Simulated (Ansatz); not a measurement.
Ansatz results at the PBE0-D4/def2-TZVP geometry: size of the dipole moment (B3LYP/def2-TZVPP) 1.54 D; LUMO energy (PBE0/def2-TZVPP) -2.40 eV; LUMO energy (B3LYP/def2-TZVPP) -2.60 eV.

Each molecule was computed in one conformer, which needn't be the lowest.

**Question.** Which molecule gave them?
A. `BOC[SiH2]C`
B. `CB(C)O[SiH3]`
C. `B[SiH2]COC`
D. `[F][AlH][SiH2]Cl`

**Answer.** C. The others give `BOC[SiH2]C`: 1.41, -0.39, -0.64; `[F][AlH][SiH2]Cl`: 0.08, -2.01, -2.20; `CB(C)O[SiH3]`: 0.67, 0.25, 0.01.

B3LYP here is the variant with VWN-RPA as its local correlation; programs differ in this.
